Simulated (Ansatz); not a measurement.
Species: BNH2, charge 0, triplet. This triplet is an excited state, 4.3 eV above the singlet at CCSD(T)/cc-pV5Z (Ansatz, a quantum-chemistry and plane-wave program). BNH2 (parent SMILES B=N, triplet).
B3LYP-D3(BJ)/def2-TZVP minimum from Ansatz:
```xyz
4

B      0.6268     0.1122     0.5133
N     -0.5539    -0.0287    -0.1851
H      1.6084    -0.1888    -0.1319
H     -0.8656    -0.1715    -1.1392
```
Charge 0, spin multiplicity 3.

Hartree-Fock and MP2 correlation energies in hartree (Ansatz). Open shells are spin-unrestricted; no spin-orbit coupling. Correlated methods leave the cores frozen. No relativity. The spin of H2BN (parent SMILES B=N, triplet) was assumed, and the state is the lowest solution found for it.

```csv
basis,X,E(HF),"E(corr, MP2)"
cc-pVTZ,3,-80.21830,-0.24722
cc-pVQZ,4,-80.22425,-0.26537
cc-pV5Z,5,-80.22560,withheld
```

Problem. Fit E(corr) = E∞ + A/X³ to X = 3 and 4, predict X = 5, and compare with the run.

Solution. A = (-0.24722 - (-0.26537))/(1/27 - 1/64) = 0.8477; E∞ = -0.26537 - A/64 = -0.27861; at X = 5, E∞ + A/125 = -0.27183. The run gave -0.27245, 0.62 mEh below the prediction. The same form on X = 4 and 5 gives E∞ = -0.27988, 1.26 mEh below the first estimate.
